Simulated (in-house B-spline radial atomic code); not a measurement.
Radial electron density of Pd XXXV (Pd34+), [Ne] 3s2. Computed with a radial B-spline atomic code at the basis-set limit: Dirac-Kohn-Sham wB97X, spherical fractional occupations, Fermi nucleus of rms radius 4.5318 fm.

Columns: r (bohr), 4πr²n(r) (electrons per bohr), bar.

```
 0.00119    1.593 #
 0.00141    2.148 #
 0.00166    2.855 ##
 0.00197    3.831 ###
 0.00233    5.085 ###
 0.00275    6.684 ####
 0.00325    8.744 ######
 0.00385    11.38 ########
 0.00455    14.62 ##########
 0.00538    18.57 ############
 0.00636    23.26 ###############
 0.00752    28.66 ###################
 0.00889    34.64 #######################
  0.0105    40.89 ###########################
  0.0124    47.03 ###############################
  0.0147    52.59 ###################################
  0.0174    56.69 ######################################
  0.0206    58.73 #######################################
  0.0243    58.36 #######################################
  0.0288    55.71 #####################################
   0.034     51.8 ##################################
  0.0402    48.15 ################################
  0.0476    46.72 ###############################
  0.0563    48.99 ################################
  0.0665    54.78 ####################################
  0.0787    61.95 #########################################
   0.093    66.47 ############################################
    0.11    64.58 ###########################################
    0.13    54.97 ####################################
   0.154    39.95 ##########################
   0.182     25.3 #################
   0.215    15.43 ##########
   0.254     11.1 #######
   0.301     9.54 ######
   0.356    7.653 #####
   0.421    4.732 ###
   0.498    2.057 #
   0.589   0.6017 
   0.696   0.1162 
   0.823  0.01316 
   0.973 0.0008184 
    1.15 2.35e-05
```

On this grid the curve has 2 maxima, near 0.0206, 0.093 bohr.

The 3s1/2 radial function P(r) = rR(r), positive near the nucleus, with its small component Q(r) (sign convention: Q ≈ (P' + κP/r)/2c):

```json
{"r (bohr)": "0.000435", "P": "0.05669", "Q": "-0.009704"}
{"r (bohr)": "0.000608", "P": "0.07708", "Q": "-0.01333"}
{"r (bohr)": "0.00085", "P": "0.1045", "Q": "-0.0182"}
{"r (bohr)": "0.00119", "P": "0.1411", "Q": "-0.02474"}
{"r (bohr)": "0.00166", "P": "0.1887", "Q": "-0.03333"}
{"r (bohr)": "0.00233", "P": "0.2513", "Q": "-0.04484"}
{"r (bohr)": "0.00325", "P": "0.3284", "Q": "-0.0594"}
{"r (bohr)": "0.00455", "P": "0.4222", "Q": "-0.07786"}
{"r (bohr)": "0.00636", "P": "0.5269", "Q": "-0.1"}
{"r (bohr)": "0.00889", "P": "0.6305", "Q": "-0.1251"}
{"r (bohr)": "0.0124", "P": "0.7062", "Q": "-0.1504"}
{"r (bohr)": "0.0174", "P": "0.7096", "Q": "-0.1714"}
{"r (bohr)": "0.0243", "P": "0.5769", "Q": "-0.1789"}
{"r (bohr)": "0.034", "P": "0.2446", "Q": "-0.1629"}
{"r (bohr)": "0.0476", "P": "-0.2947", "Q": "-0.1145"}
{"r (bohr)": "0.0665", "P": "-0.8932", "Q": "-0.0371"}
{"r (bohr)": "0.093", "P": "-1.198", "Q": "0.04691"}
{"r (bohr)": "0.13", "P": "-0.762", "Q": "0.09553"}
{"r (bohr)": "0.182", "P": "0.4845", "Q": "0.07695"}
{"r (bohr)": "0.254", "P": "1.742", "Q": "0.01174"}
{"r (bohr)": "0.356", "P": "1.915", "Q": "-0.03536"}
{"r (bohr)": "0.498", "P": "1.013", "Q": "-0.03004"}
{"r (bohr)": "0.696", "P": "0.2409", "Q": "-0.008367"}
{"r (bohr)": "0.973", "P": "0.02022", "Q": "-0.0007552"}
```
